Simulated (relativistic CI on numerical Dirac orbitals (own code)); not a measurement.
Calculated at this level of theory: Dirac-Coulomb-Breit CI, orbitals from a KLI potential per configuration, model QED (radiative potential, 1s self-energy scaled to tabulated hydrogen-like ionisation energies), unscaled Slater integrals (own radial code, finite nucleus).

The strongest absorption lines from the ground level of an ion, among the configurations computed and to levels below about 438 eV (vacuum wavelength in Å, gf): 54.446 (0.16), 54.769 (0.39), 56.708 (1.1), 56.709 (1.6), 57.027 (0.51), 73.278 (0.38), 74.857 (0.28), 75.171 (0.17).

**Question.** Which ion is it?
A. I³⁷⁺
B. Ba⁴⁰⁺
C. Sn³⁴⁺
D. Sn³⁶⁺

**Answer.** C. Sn³⁴⁺ has 16 electrons and the ground level 3s²3p⁴ ³P2; the strongest line goes to 3s²3p³3d ³D°3. The pattern of lines fixes the number of electrons, and along that sequence the line energies rise steadily with the charge (about as its square where n changes within one kind of shell, about linearly where n is kept but much faster in heavy ions where fine structure, which grows about as Z⁴, sets the gap, and irregularly where shells cross), which fixes Z. Configurations outside the model, such as inner-shell arrays, can give stronger lines. At this charge energies of transitions that change n are usually good to better than 1 %, and those within a shell (Δn = 0) to a few per cent.

LS names give the leading component of a level, which can be under half, so a name can repeat, a term be missing and a line seem to break the LS rules.
